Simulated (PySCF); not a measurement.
C6H17NSi (SMILES CC(C)N([SiH3])C(C)C), singlet, at a GFN2-xTB geometry; R2SCAN/STO-3G run with PySCF.

The PySCF input:
```python
from pyscf import gto, scf, dft

mol = gto.Mole()
mol.atom = '''
    Si    0.00964820    2.16625247   -0.11292371
    N     0.03368939    0.46048960    0.10864243
    C    -1.24680180   -0.20758598    0.29880046
    C    -1.61127327   -1.23758448   -0.77067950
    C    -1.40986252   -0.80166207    1.70439986
    C     1.26802003   -0.25931968   -0.16572697
    C     1.42896375   -0.66552917   -1.63780508
    C     1.53443434   -1.45484154    0.74769233
    H     1.35141536    2.65930406    0.19228445
    H    -0.97309284    2.72043425    0.82002850
    H    -0.35783668    2.58710710   -1.47735882
    H    -1.99093873    0.59327979    0.21832880
    H    -0.99759884   -2.13088847   -0.69540584
    H    -2.65060839   -1.53269075   -0.63972578
    H    -1.49798871   -0.80844555   -1.76287201
    H    -0.89813748   -1.75257544    1.81011435
    H    -2.46668405   -0.96249847    1.90740423
    H    -1.01819018   -0.10606484    2.44218608
    H     2.06120301    0.47044616    0.03842959
    H     0.82065373   -1.52822017   -1.89047204
    H     1.14652456    0.16452664   -2.28061352
    H     2.46958356   -0.91581266   -1.83351432
    H     1.43041294   -1.16733728    1.79012338
    H     2.55435047   -1.79890332    0.58636856
    H     0.86514852   -2.28348513    0.53504263
'''
mol.basis = 'sto-3g'
mol.verbose = 4
mol.build()

mf = dft.RKS(mol)
mf.xc = 'r2scan'
mf.kernel()
```

What the program printed (banner, timings and long lists left out):

```
PySCF version 2.14.0

[INPUT] verbose = 4
[INPUT] num. atoms = 25
[INPUT] num. electrons = 74
[INPUT] charge = 0
[INPUT] spin (= nelec alpha-beta = 2S) = 0
[INPUT] symmetry False subgroup None
[INPUT] Mole.unit = angstrom
[INPUT] Symbol           X                Y                Z      unit          X                Y                Z       unit  Magmom
[INPUT]  1 Si     0.009648200000   2.166252470000  -0.112923710000 AA    0.018232455595   4.093623884963  -0.213394884870 Bohr   0.0
[INPUT]  2 N      0.033689390000   0.460489600000   0.108642430000 AA    0.063663720404   0.870199227211   0.205304438207 Bohr   0.0
[INPUT]  3 C     -1.246801800000  -0.207585980000   0.298800460000 AA   -2.356113933615  -0.392280649499   0.564651035294 Bohr   0.0
[INPUT]  4 C     -1.611273270000  -1.237584480000  -0.770679500000 AA   -3.044865192132  -2.338695723212  -1.456373184817 Bohr   0.0
[INPUT]  5 C     -1.409862520000  -0.801662070000   1.704399860000 AA   -2.664254036089  -1.514921756752   3.220848942147 Bohr   0.0
[INPUT]  6 C      1.268020030000  -0.259319680000  -0.165726970000 AA    2.396210577163  -0.490043173910  -0.313178584754 Bohr   0.0
[INPUT]  7 C      1.428963750000  -0.665529170000  -1.637805080000 AA    2.700350129431  -1.257667859209  -3.095003046621 Bohr   0.0
[INPUT]  8 C      1.534434340000  -1.454841540000   0.747692330000 AA    2.899660658728  -2.749252065240   1.412933729138 Bohr   0.0
[INPUT]  9 H      1.351415360000   2.659304060000   0.192284450000 AA    2.553804910930   5.025356355344   0.363364948513 Bohr   0.0
[INPUT] 10 H     -0.973092840000   2.720434250000   0.820028500000 AA   -1.838878961375   5.140875672387   1.549629279338 Bohr   0.0
[INPUT] 11 H     -0.357836680000   2.587107100000  -1.477358820000 AA   -0.676213322524   4.888923873918  -2.791803557511 Bohr   0.0
[INPUT] 12 H     -1.990938730000   0.593279790000   0.218328800000 AA   -3.762328930489   1.121136318339   0.412581637105 Bohr   0.0
[INPUT] 13 H     -0.997598840000  -2.130888470000  -0.695405840000 AA   -1.885188589784  -4.026795610293  -1.314126583023 Bohr   0.0
[INPUT] 14 H     -2.650608390000  -1.532690750000  -0.639725780000 AA   -5.008923920574  -2.896365751154  -1.208906519024 Bohr   0.0
[INPUT] 15 H     -1.497988710000  -0.808445550000  -1.762872010000 AA   -2.830788399591  -1.527740676123  -3.331345291562 Bohr   0.0
[INPUT] 16 H     -0.898137480000  -1.752575440000   1.810114350000 AA   -1.697233859407  -3.311887594239   3.420620375645 Bohr   0.0
[INPUT] 17 H     -2.466684050000  -0.962498470000   1.907404230000 AA   -4.661357290333  -1.818858503613   3.604471603537 Bohr   0.0
[INPUT] 18 H     -1.018190180000  -0.106064840000   2.442186080000 AA   -1.924100582922  -0.200433499046   4.615062836425 Bohr   0.0
[INPUT] 19 H      2.061203010000   0.470446160000   0.038429590000 AA    3.895109176029   0.889014398753   0.072621400179 Bohr   0.0
[INPUT] 20 H      0.820653730000  -1.528220170000  -1.890472040000 AA    1.550810792803  -2.887917579336  -3.572474401748 Bohr   0.0
[INPUT] 21 H      1.146524560000   0.164526640000  -2.280613520000 AA    2.166617413487   0.310910289795  -4.309734948780 Bohr   0.0
[INPUT] 22 H      2.469583560000  -0.915812660000  -1.833514320000 AA    4.666836570128  -1.730635108809  -3.464839910268 Bohr   0.0
[INPUT] 23 H      1.430412940000  -1.167337280000   1.790123380000 AA    2.703088701634  -2.205947754195   3.382842917381 Bohr   0.0
[INPUT] 24 H      2.554350470000  -1.798903320000   0.586368560000 AA    4.827022814454  -3.399434599371   1.108075986456 Bohr   0.0
[INPUT] 25 H      0.865148520000  -2.283485130000   0.535042630000 AA    1.634893759873  -4.315161505217   1.011084035667 Bohr   0.0

nuclear repulsion = 508.428913930182
number of shells = 43
number of NR pGTOs = 183
number of NR cGTOs = 61
basis = sto-3g
ecp = {}

******** <class 'pyscf.dft.rks.RKS'> ********
method = RKS
initial guess = minao
damping factor = 0
level_shift factor = 0
DIIS = <class 'pyscf.scf.diis.CDIIS'>
diis_start_cycle = 1
diis_space = 8
diis_damp = 0
SCF conv_tol = 1e-09
SCF conv_tol_grad = None
SCF max_cycles = 50
direct_scf = True
direct_scf_tol = 1e-13
XC library pyscf.dft.libxc version 7.1.2
    S. Lehtola, C. Steigemann, M. J. T. Oliveira, and M. A. L. Marques,  SoftwareX 7, 1–5 (2018)
XC functionals = r2scan
    J. W. Furness, A. D. Kaplan, J. Ning, J. P. Perdew, and J. Sun,  J. Phys. Chem. Lett. 11, 8208–8215 (2020)
    J. W. Furness, A. D. Kaplan, J. Ning, J. P. Perdew, and J. Sun,  J. Phys. Chem. Lett. 11, 9248–9248 (2020)
    J. W. Furness, A. D. Kaplan, J. Ning, J. P. Perdew, and J. Sun,  J. Phys. Chem. Lett. 11, 8208–8215 (2020)
    J. W. Furness, A. D. Kaplan, J. Ning, J. P. Perdew, and J. Sun,  J. Phys. Chem. Lett. 11, 9248–9248 (2020)
radial grids:
    Treutler-Ahlrichs [JCP 102, 346 (1995); DOI:10.1063/1.469408] (M4) radial grids

becke partition: Becke, JCP 88, 2547 (1988); DOI:10.1063/1.454033
pruning grids: <function nwchem_prune>
grids dens level: 3
symmetrized grids: False
atomic radii adjust function: <function treutler_atomic_radii_adjust>
small_rho_cutoff = 0
Set gradient conv threshold to 3.16228e-05
Initial guess from minao.
tot grids = 284528
init E= -576.226475990309
  HOMO = -0.266203728762691  LUMO = 0.112312988469082  gap/eV = 10.29996
cycle= 1 E= -575.98147085661  delta_E= 0.245  |g|= 0.46  |ddm|= 5.86
  HOMO = 0.0566100639793421  LUMO = 0.292193424860667  gap/eV = 6.41055
cycle= 2 E= -575.944598089936  delta_E= 0.0369  |g|= 0.59  |ddm|= 1.47
  HOMO = -0.0697333841989165  LUMO = 0.246418479542721  gap/eV = 8.60293
cycle= 3 E= -576.046845158211  delta_E= -0.102  |g|= 0.0559  |ddm|= 0.879
  HOMO = -0.061184770689982  LUMO = 0.251415025506573  gap/eV = 8.50627
cycle= 4 E= -576.047801327188  delta_E= -0.000956  |g|= 0.0139  |ddm|= 0.101
  HOMO = -0.0632945531335516  LUMO = 0.249684572760966  gap/eV = 8.51660
cycle= 5 E= -576.047859465301  delta_E= -5.81e-05  |g|= 0.00193  |ddm|= 0.0211
  HOMO = -0.063348505382927  LUMO = 0.249576503615858  gap/eV = 8.51512
cycle= 6 E= -576.04786091547  delta_E= -1.45e-06  |g|= 0.000286  |ddm|= 0.00377
  HOMO = -0.0633368459419624  LUMO = 0.249614361817569  gap/eV = 8.51584
cycle= 7 E= -576.047860946701  delta_E= -3.12e-08  |g|= 6.24e-05  |ddm|= 0.000588
  HOMO = -0.0633358373827076  LUMO = 0.249617193032812  gap/eV = 8.51589
cycle= 8 E= -576.047860948025  delta_E= -1.32e-09  |g|= 1.27e-05  |ddm|= 0.000107
  HOMO = -0.0633378197454449  LUMO = 0.249615435588615  gap/eV = 8.51589
cycle= 9 E= -576.047860948078  delta_E= -5.32e-11  |g|= 1.39e-06  |ddm|= 2.03e-05
  HOMO = -0.0633376476998525  LUMO = 0.249615769379544  gap/eV = 8.51590
Extra cycle  E= -576.047860948074  delta_E= 3.87e-12  |g|= 1.08e-06  |ddm|= 4.3e-06
converged SCF energy = -576.047860948074
```
